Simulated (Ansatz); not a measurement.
Consider the formal exchange of groups at a Ge–Cl bond: `S[CH2][GeH2][Cl]` + CH₄ → `[CH3][GeH2][CH2]S` + HCl.

Program: Ansatz. Geometries: PBE0-D4/def2-TZVP. ΔE: electronic, gas phase. CCSD(T)/CBS is the MP2 limit (def2-TZVPP, def2-QZVPP) plus CCSD(T) − MP2 in def2-TZVPP, frozen cores. This one scheme is used for every species. Functionals use def2-TZVPP. B3LYP here is the variant with VWN-RPA as its local correlation; programs differ in this. For Ge outer-core shells are correlated without core-valence functions, which leaves a few kJ/mol of doubt a bond. Scalar relativity is left out up to krypton. Each species was taken in one conformer, which may not be the lowest.

```
             level  ΔE (kcal/mol)  difference from CCSD(T)/CBS
            PBE-D4           23.1                          0.7
         r2SCAN-D4           24.1                          1.7
           PBE0-D4           23.3                          0.9
          B3LYP-D4           24.3                          1.9
           ωB97X-V           23.5                          1.1
           ωB97M-V           23.4                          1.0
            B2PLYP           23.8                          1.4
               PBE           23.2                          0.8
            r2SCAN           24.2                          1.8
              PBE0           23.4                          1.0
             B3LYP           24.3                          1.9
     HF/def2-TZVPP           26.4                          4.0
    MP2/def2-TZVPP           22.4                          0.0
SCS-MP2/def2-TZVPP           22.8                          0.4
   CCSD/def2-TZVPP           21.8                         -0.6
CCSD(T)/def2-TZVPP           21.6                         -0.8
     HF/def2-QZVPP           26.5                          4.1
    MP2/def2-QZVPP           22.9                          0.5
SCS-MP2/def2-QZVPP           23.3                          0.9
      HF/CBS(def2)           26.5                          4.1
     MP2/CBS(def2)           23.2                          0.8
    CCSD/CBS(def2)           22.6                          0.2
       CCSD(T)/CBS           22.4                            0
```

Largest T1 diagnostic among the species: 0.010.

In def2-TZVPP, CCSD(T) changes the Hartree–Fock value by −4.8 kcal/mol (the triples alone add −0.2 kcal/mol) and MP2 by −4.0 kcal/mol.
